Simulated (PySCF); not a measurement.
Job file and geometry (Å, from GFN2-xTB) of an NMR shielding run on SMILES CC#[N+][AlH2-][O]C(C)C, C5H12AlNO, GIAO PBE0/pcSseg-1 NMR shielding, non-relativistic, gas phase (PySCF); density fitting, a coarse starting grid and PySCF grid level 2 are the driver's defaults:

```
$ OMP_NUM_THREADS=1 python probes_run.py task.json out

{"job": {"kind": "nmr", "xc": "PBE0", "basis": "pcSseg-1"}, "charge": 0, "multiplicity": 1}
C      3.302825    -0.203607     1.974642
C      2.637678     0.109749     0.753058
N      2.118297     0.353124    -0.238680
Al     0.730335     1.509433    -1.164066
O     -0.661325     0.794672    -0.619182
C     -1.821008     0.122351    -0.259982
C     -2.571642    -0.340322    -1.508631
C     -1.480063    -1.068380     0.639374
H      3.487591     0.717813     2.527199
H      2.674065    -0.863349     2.572328
H      4.251670    -0.697673     1.765979
H      1.087551     1.354547    -2.656849
H      1.117162     2.813360    -0.400660
H     -2.464273     0.817556     0.303454
H     -2.779869     0.516335    -2.144942
H     -3.508763    -0.820592    -1.237046
H     -1.952134    -1.039417    -2.065516
H     -0.824216    -1.751057     0.102393
H     -0.964725    -0.719164     1.531845
H     -2.384304    -1.594700     0.934086
```

Problem. What does the program print?

Solution. 
```
coarse grid: 16648 points
cycle   1  E = -569.4139852345  dE =  7.681e-01  |g| = 8.891e-01  |ddm| = 3.796e+00
cycle   2  E = -568.9082520283  dE =  5.057e-01  |g| = 1.782e+00  |ddm| = 2.555e+00
cycle   3  E = -569.5733253411  dE = -6.651e-01  |g| = 1.932e-01  |ddm| = 2.049e+00
cycle   4  E = -569.5797839137  dE = -6.459e-03  |g| = 1.020e-01  |ddm| = 1.808e-01
cycle   5  E = -569.5814789882  dE = -1.695e-03  |g| = 5.587e-02  |ddm| = 8.473e-02
cycle   6  E = -569.5821076230  dE = -6.286e-04  |g| = 7.046e-03  |ddm| = 3.588e-02
cycle   7  E = -569.5821183469  dE = -1.072e-05  |g| = 1.564e-03  |ddm| = 5.780e-03
cycle   8  E = -569.5821188937  dE = -5.468e-07  |g| = 3.815e-04  |ddm| = 1.667e-03
final grid: 154600 points
cycle   9  E = -569.6396953039  dE = -3.516e-05  |g| = 1.128e-02  |ddm| = 2.559e-02
cycle  10  E = -569.6396742082  dE =  2.110e-05  |g| = 1.570e-02  |ddm| = 1.766e-02
cycle  11  E = -569.6397206827  dE = -4.647e-05  |g| = 1.873e-03  |ddm| = 1.120e-02
cycle  12  E = -569.6397213921  dE = -7.093e-07  |g| = 3.324e-04  |ddm| = 1.696e-03
cycle  13  E = -569.6397214041  dE = -1.198e-08  |g| = 2.325e-04  |ddm| = 3.090e-04
cycle  14  E = -569.6397214150  dE = -1.095e-08  |g| = 5.779e-05  |ddm| = 1.500e-04
cycle  15  E = -569.6397214157  dE = -7.226e-10  |g| = 1.009e-05  |ddm| = 4.754e-05
converged SCF energy = -569.6397214157

GIAO shielding tensors (ppm)
atom      isotropic    diamagn.    paramagn.     s11        s22        s33       span
  0 C      185.850     250.854     -65.004    177.554    178.241    201.756     24.202
  1 C       52.950     271.208    -218.257    -53.178    -45.857    257.886    311.064
  2 N       18.713     338.173    -319.461   -138.709   -129.458    324.304    463.013
  3 Al     467.569     797.857    -330.288    409.441    473.648    519.618    110.176
  4 O      260.598     405.096    -144.498    226.021    245.071    310.702     84.681
  5 C      117.946     238.103    -120.157     92.856    105.303    155.679     62.823
  6 C      157.031     248.610     -91.579    138.736    146.658    185.699     46.963
  7 C      156.647     251.778     -95.131    138.605    146.213    185.122     46.517
  8 H       29.293      26.775       2.518     24.637     27.061     36.181     11.543
  9 H       29.306      30.913      -1.607     24.222     28.010     35.686     11.464
 10 H       29.389      24.333       5.057     24.574     26.769     36.826     12.252
 11 H       28.084      30.920      -2.836     24.742     26.020     33.491      8.750
 12 H       27.531      31.544      -4.014     24.510     25.707     32.375      7.865
 13 H       27.169      30.443      -3.274     23.709     26.166     31.632      7.922
 14 H       30.182      29.381       0.801     26.547     28.126     35.872      9.325
 15 H       30.771      29.019       1.752     26.676     28.497     37.140     10.464
 16 H       30.633      31.102      -0.469     28.196     29.465     34.238      6.042
 17 H       30.698      34.344      -3.646     28.676     29.521     33.896      5.220
 18 H       30.369      34.815      -4.446     27.164     28.642     35.301      8.137
 19 H       30.681      31.688      -1.007     26.470     28.665     36.906     10.436
```

Size and cost of the density-fitted run: 203 basis functions, 41 s wall time on 1 thread of an Arm Neoverse V2, shared host; peak memory 0.92 GiB.
